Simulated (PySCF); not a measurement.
Gas-phase reaction: GeH₄ + SiH₂ ⇌ H₃SiGeH₃

Method: PySCF energies (xtb for GFN2) plus ideal-gas RRHO corrections (1 bar). † marks an energy on the PBE0/def2-TZVP geometry and frequencies; other levels use their own. 6-31G* has spherical d functions here. All species are closed-shell singlets. Ge: all electrons, no relativistic terms. The harmonic model lacks anharmonicity and excited electronic states, which grow with temperature; levels with a mode under 35 cm⁻¹ are left out. Internal rotation in H₃SiGeH₃ is treated as a harmonic vibration of one conformer, which makes the entropy rough.

| level | ΔE electronic, kJ | ΔH°(298 K), kJ | ΔS°(298 K), J/K | ΔG°(1000 K), kJ |
|---|---|---|---|---|
| BLYP/def2-TZVP† | -228 | -216 | -132 | -89 |
| GFN2-xTB | -236 | -227 | -120 | -113 |
| HF/6-31G* | -228 | -215 | -134 | -85 |
| PBE0/def2-QZVP† | -264 | -252 | -132 | -125 |
| ωB97X-V/def2-TZVP† | -263 | -251 | -132 | -123 |
ΔH° is lowest at PBE0/def2-QZVP† and highest at HF/6-31G*. No reference value is set beside these.
